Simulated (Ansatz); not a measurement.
`[NH2][Al]([Cl])[Br]` + H₂ → `[NH2][AlH][Cl]` + HBr at 400 K and 1 bar (hydrogenolysis of the Al–Br bond).

Gas-phase electronic energies from Ansatz, PBE0-D4/def2-TZVP geometries. CBS: MP2 limit from def2 TZ/QZ plus the TZ coupled-cluster correction, frozen cores. This one scheme is used for every species. For Br outer-core shells are correlated without core-valence functions, which leaves a few kJ/mol of doubt a bond. Scalar relativity is left out up to krypton. Each species was taken in one conformer, which may not be the lowest.

```tsv
species	CCSD(T)/CBS energy (Eh)	H − E (kJ/mol)	S (J/(mol·K))
`[NH2][Al]([Cl])[Br]`	-3331.20678	103.2	367.2
H₂	-1.17544	38.0	139.0
`[NH2][AlH][Cl]`	-758.40905	113.0	317.2
HBr	-2573.91920	27.6	207.2
```

H − E and S are ideal-gas, rigid-rotor, harmonic terms from PBE0-D4/def2-TZVP, for one conformer and one mirror image of each species. The MP2-based limit puts H₂ 0.8 mEh under its directly extrapolated value; such offsets cancel only in part. 1 Eh = 2625.50 kJ/mol, R = 8.31446 J/(mol·K).

**Question.** By hand: ΔE, ΔH, ΔS and ΔG.

**Answer.** ΔE = (-758.40905) + (-2573.91920) − (-3331.20678) − (-1.17544) = 0.05397 Eh = 141.7 kJ/mol. Δ(H − E) = 113.0 + 27.6 − 103.2 − 38.0 = -0.6, so ΔH = 141.1 kJ/mol. ΔS = 317.2 + 207.2 − 367.2 − 139.0 = 18.2 J/(mol·K). ΔG = 141.1 − 400 × (18.2)/1000 = 133.8 kJ/mol.

**Question.** By hand: the equilibrium constant, and the temperature at which ΔG would vanish if ΔH and ΔS stayed fixed.

**Answer.** log₁₀ K = −ΔG/(RT ln 10) = -17.5. ΔG = 0 at ΔH/ΔS = 7753 K, far beyond where these terms or the molecules hold.

ΔH outweighs TΔS. A doubt of 5 kJ/mol in ΔE shifts log₁₀ K by 0.7 here. Other conformers and mirror images would add mixing entropy, several J/(mol·K) or more a flexible species. These are equilibria of isolated gas molecules and say nothing of rates. Largest T1 diagnostic: 0.009 (customary marks: 0.02 for closed shells, 0.045 for open ones).
